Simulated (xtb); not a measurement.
xtb job for C2H3O2, SMILES [CH2]OC=O, multiplicity 2, GFN2-xTB. 

```
$ xtb mol.xyz --gfn 2 --ohess tight --chrg 0 --uhf 1 --json
$ cat mol.xyz
7

C     -1.16440000    -0.23220000    -0.22580000
O      0.08110000    -0.68910000     0.10200000
C      1.10190000     0.07750000     0.25400000
O      1.04560000     1.38190000     0.08330000
H     -1.30830000     0.83830000    -0.32570000
H     -1.87660000    -0.95240000    -0.32780000
H      1.98850000    -0.43040000     0.45660000
```

Output:

```
[banner left out]
          |                Calculation Setup                |
           -------------------------------------------------



           -------------------------------------------------
          |                 G F N 2 - x T B                 |
           -------------------------------------------------

        Reference                      10.1021/acs.jctc.8b01176
      * Hamiltonian:
        H0-scaling (s, p, d)           1.850000    2.230000    2.230000
        zeta-weighting                 0.500000
      * Dispersion:
        s8                             2.700000
        a1                             0.520000
        a2                             5.000000
        s9                             5.000000
      * Repulsion:
        kExp                           1.500000    1.000000
        rExp                           1.000000
      * Coulomb:
        alpha                          2.000000
        third order                    shell-resolved
        anisotropic                    true
        a3                             3.000000
        a5                             4.000000
        cn-shift                       1.200000
        cn-exp                         4.000000
        max-rad                        5.000000


          ...................................................
          :                      SETUP                      :
          :.................................................:
          :  # basis functions                  19          :
          :  # atomic orbitals                  19          :
          :  # shells                           11          :
          :  # electrons                        23          :
          :  max. iterations                   250          :
          :  Hamiltonian                  GFN2-xTB          :
          :  restarted?                      false          :
          :  GBSA solvation                  false          :
[...]
           -------------------------------------------------
step length          :   0.00500
SCC accuracy         :   0.30000
Hessian scale factor :   1.00000
frozen atoms in %    :   0.00000    0
RMS gradient         :   0.00012
estimated CPU  time      0.00 min

writing file <hessian>.

 projected vibrational frequencies (cm⁻¹)
eigval :       -0.00    -0.00    -0.00    -0.00     0.00     0.00
eigval :      271.30   286.23   399.77   484.66   711.72   870.08
eigval :      984.34  1109.31  1184.04  1317.62  1347.53  1725.26
eigval :     2880.07  3118.77  3199.44
           -------------------------------------------------
          |                Property Printout                |
           -------------------------------------------------

    * Orbital Energies and Occupations

         #    Occupation            Energy/Eh            Energy/eV
      -------------------------------------------------------------
         1        2.0000           -0.7746091             -21.0782
         2        2.0000           -0.7337902             -19.9674
         3        2.0000           -0.7020165             -19.1028
         4        2.0000           -0.6291049             -17.1188
         5        2.0000           -0.6090141             -16.5721
         6        2.0000           -0.6029079             -16.4060
         7        2.0000           -0.5674202             -15.4403
         8        2.0000           -0.5291699             -14.3994
         9        2.0000           -0.5166510             -14.0588
        10        2.0000           -0.4885401             -13.2939
        11        2.0000           -0.4391821             -11.9508
        12        1.0000           -0.3452779              -9.3955 (HOMO)
        13                         -0.2403672              -6.5407 (LUMO)
        14                          0.0559960               1.5237
        15                          0.1216847               3.3112
        16                          0.1839768               5.0063
        17                          0.2273146               6.1855
        18                          0.3458442               9.4109
        19                          0.6235223              16.9669
      -------------------------------------------------------------
                  HL-Gap            0.1049107 Eh            2.8548 eV
             Fermi-level           -0.3425262 Eh           -9.3206 eV

     #   Z          covCN         q      C6AA      α(0)
     1   6 C        2.750     0.020    27.545     8.594
     2   8 O        1.708    -0.160    16.716     5.520
     3   6 C        2.676     0.308    21.762     7.634
     4   8 O        0.856    -0.366    21.011     6.146
     5   1 H        0.926     0.082     1.960     2.189
     6   1 H        0.927     0.081     1.971     2.195
     7   1 H        0.924     0.035     2.515     2.480

 Mol. C6AA /au·bohr⁶  :        523.828522
 Mol. C8AA /au·bohr⁸  :      11478.485046
 Mol. α(0) /au        :         34.757965


Wiberg/Mayer (AO) data.
largest (>0.10) Wiberg bond orders for each atom

 ---------------------------------------------------------------------------
     #   Z sym  total        # sym  WBO       # sym  WBO       # sym  WBO
 ---------------------------------------------------------------------------
     1   6 C    3.378 --     2 O    1.220     6 H    0.974     5 H    0.970
                             3 C    0.106
     2   8 O    2.492 --     1 C    1.220     3 C    1.100     4 O    0.150
     3   6 C    3.916 --     4 O    1.770     2 O    1.100     7 H    0.923
                             1 C    0.106
     4   8 O    2.065 --     3 C    1.770     2 O    0.150
     5   1 H    0.993 --     1 C    0.970
     6   1 H    0.993 --     1 C    0.974
     7   1 H    0.999 --     3 C    0.923
 ---------------------------------------------------------------------------

Topologies differ in total number of bonds
Writing topology from bond orders to xtbtopo.mol

molecular dipole:
                 x           y           z       tot (Debye)
 q only:       -0.509      -0.688      -0.047
   full:       -0.467      -0.844      -0.024       2.452
molecular quadrupole (traceless):
                xx          xy          yy          xz          yz          zz
 q only:        3.022      -2.267      -3.191       0.837      -0.214       0.169
  q+dip:        3.038      -3.147      -3.522       0.854      -0.346       0.484
   full:        2.963      -3.068      -4.386       0.618      -0.166       1.423

           -------------------------------------------------
          |                Geometry Summary                 |
           -------------------------------------------------

      molecular mass/u    :       59.0441039
   center of mass at/Å    :        0.2742412       0.1486952       0.0512517
  moments of inertia/u·Å² :        0.2075828E+02   0.7211707E+02   0.9287535E+02
rotational constants/cm⁻¹ :        0.8120918E+00   0.2337537E+00   0.1815081E+00

 * 6 selected distances

     #   Z          #   Z                                           value/Å
     1   6 C        2   8 O                                       1.3348728
     2   8 O        3   6 C                                       1.3421873 (max)
     3   6 C        4   8 O                                       1.2018991
     1   6 C        5   1 H                                       1.0747010
     1   6 C        6   1 H                                       1.0701311 (min)
     3   6 C        7   1 H                                       1.0978905

 * 2 distinct bonds (by element types)

   Z      Z             #   av. dist./Å        max./Å        min./Å
   1 H    6 C           3     1.0809075     1.0978905     1.0701311
   6 C    8 O           3     1.2929864     1.3421873     1.2018991

           -------------------------------------------------
          |               Frequency Printout                |
           -------------------------------------------------
 projected vibrational frequencies (cm⁻¹)
eigval :       -0.00    -0.00    -0.00    -0.00     0.00     0.00
eigval :      271.30   286.23   399.77   484.66   711.72   870.08
eigval :      984.34  1109.31  1184.04  1317.62  1347.53  1725.26
eigval :     2880.07  3118.77  3199.44
 reduced masses (amu)
   1: 10.52   2: 14.79   3: 11.98   4: 13.17   5: 13.18   6: 13.65   7:  4.90   8: 11.52
   9:  5.46  10:  5.52  11: 12.05  12:  5.48  13:  9.87  14:  7.69  15: 12.58  16:  2.11
Molecule has the following symmetry elements: (sigma)
It seems to be the Cs point group
  17:  3.89  18: 13.46  19:  1.74  20:  1.43  21:  2.13
 IR intensities (km·mol⁻¹)
   1:  0.68   2:  3.14   3:  1.05   4:  0.52   5:  2.44   6:  0.01   7:  5.88   8: 12.11
   9: 45.96  10: 32.28  11: 18.69  12:  3.69  13: 75.08  14: 37.12  15: 18.46  16:  2.25
  17: 33.94  18:475.69  19: 60.90  20:  5.37  21:  1.11
 Raman intensities (Ä⁴*amu⁻¹)
   1:  0.00   2:  0.00   3:  0.00   4:  0.00   5:  0.00   6:  0.00   7:  0.00   8:  0.00
   9:  0.00  10:  0.00  11:  0.00  12:  0.00  13:  0.00  14:  0.00  15:  0.00  16:  0.00
  17:  0.00  18:  0.00  19:  0.00  20:  0.00  21:  0.00
 output can be read by thermo (or use thermo option).
 writing <g98.out> molden fake output.
 recommended (thermochemical) frequency scaling factor: 1.0
           -------------------------------------------------
          |             Thermodynamic Functions             |
           -------------------------------------------------

cs  symmetry found (for desy threshold:  0.10E+00) used in thermo

          ...................................................
          :                      SETUP                      :
          :.................................................:
          :  # frequencies                          15      :
          :  # imaginary freq.                       0      :
          :  linear?                             false      :
          :  only rotor calc.                    false      :
          :  symmetry                               cs      :
          :  rotational number                       1      :
          :  scaling factor                  1.0000000      :
          :  rotor cutoff                   50.0000000 cm⁻¹ :
          :  imag. cutoff                  -20.0000000 cm⁻¹ :
          :.................................................:

    mode    ω/cm⁻¹     T·S(HO)/kcal·mol⁻¹    T·S(FR)/kcal·mol⁻¹   T·S(vib)
   ------------------------------------------------------------------------
       1    271.30    -0.47343 ( 99.88%)    -0.55525 (  0.12%)    -0.47353
       2    286.23    -0.44608 ( 99.91%)    -0.53939 (  0.09%)    -0.44616
   ------------------------------------------------------------------------

   temp. (K)  partition function   enthalpy   heat capacity  entropy
                                   cal/mol     cal/K/mol   cal/K/mol   J/K/mol
 298.15  VIB   2.54                 1073.872      8.710      5.452
         ROT  0.285E+05              888.752      2.981     23.364
         INT  0.722E+05             1962.624     11.691     28.816
         TR   0.439E+27             1481.254      4.968     38.130
         TOT                        3443.8778    16.6591    66.9466   280.1046

       T/K    H(0)-H(T)+PV         H(T)/Eh          T*S/Eh         G(T)/Eh
   ------------------------------------------------------------------------
    298.15    0.548817E-02    0.508013E-01    0.318085E-01    0.189928E-01
   ------------------------------------------------------------------------

         :::::::::::::::::::::::::::::::::::::::::::::::::::::
         ::                  THERMODYNAMIC                  ::
         :::::::::::::::::::::::::::::::::::::::::::::::::::::
         :: total free energy         -13.836289647377 Eh   ::
         ::.................................................::
         :: total energy              -13.855282412318 Eh   ::
         :: zero point energy           0.045313088517 Eh   ::
         :: G(RRHO) w/o ZPVE           -0.026320323575 Eh   ::
         :: G(RRHO) contrib.            0.018992764941 Eh   ::
         :::::::::::::::::::::::::::::::::::::::::::::::::::::

optimized geometry written to: xtbopt.xyz


           -------------------------------------------------
          | TOTAL ENERGY              -13.855282412318 Eh   |
          | TOTAL ENTHALPY            -13.804481155153 Eh   |
          | TOTAL FREE ENERGY         -13.836289647377 Eh   |
          | GRADIENT NORM               0.000116944652 Eh/α |
          | HOMO-LUMO GAP               2.854765390568 eV   |
           -------------------------------------------------
Note: The following floating-point exceptions are signalling: IEEE_UNDERFLOW_FLAG IEEE_DENORMAL
normal termination of xtb

------------------------------------------------------------------------
------------------------------------------------------------------------
 total:
 SCF:
 ANC optimizer:
 analytical hessian:
```

The calculation finished and met its thresholds.
